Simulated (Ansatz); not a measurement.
C$_{2}$H$_{8}$N$_{2}$Si, SMILES `CNC(=N)[SiH3]`, relaxed with RKS PBE-D4/def2-SVP in Ansatz 0.2.0 from a rough embedded geometry. The force threshold is 0.03 eV/Å; the program also tests the step.

Charge 0, multiplicity 1.

Start:

```xyz
13

C     1.114    0.858   -1.547
N     0.083    0.167   -0.940
C     0.160   -0.195    0.361
N     1.225   -0.072    1.166
Si   -1.467   -0.876    1.227
H     1.284    1.893   -1.171
H     2.105    0.345   -1.453
H     0.961    0.977   -2.617
H    -0.846    0.345   -1.361
H     1.076   -0.372    2.058
H    -1.685   -2.282    0.887
H    -2.660   -0.083    0.732
H    -1.350   -0.706    2.659
```

**Question.** How much energy does the relaxation release, and in how many steps? (An estimate is asked.)

**Answer.** Ansatz gave: 53.04 kJ/mol, in 6 steps.

**Question.** Which bonds change most? (Best estimate.)

**Answer.** Ansatz gave: N4–H10 from 0.953 to 1.030 Å; C1–N2 from 1.382 to 1.450 Å; Si5–H13 from 1.447 to 1.503 Å; C3–Si5 from 1.965 to 1.917 Å.

**Question.** Give the relaxed structure. (Estimate.)

**Answer.** Ansatz gave: 
```xyz
13

C     1.153    0.872   -1.561
N     0.013    0.304   -0.869
C     0.111   -0.112    0.440
N     1.260   -0.081    1.043
Si   -1.485   -0.862    1.194
H     1.433    1.878   -1.171
H     2.034    0.217   -1.410
H     0.931    0.951   -2.642
H    -0.918    0.503   -1.233
H     1.181   -0.467    1.995
H    -1.509   -2.350    0.975
H    -2.725   -0.270    0.569
H    -1.480   -0.584    2.671
```
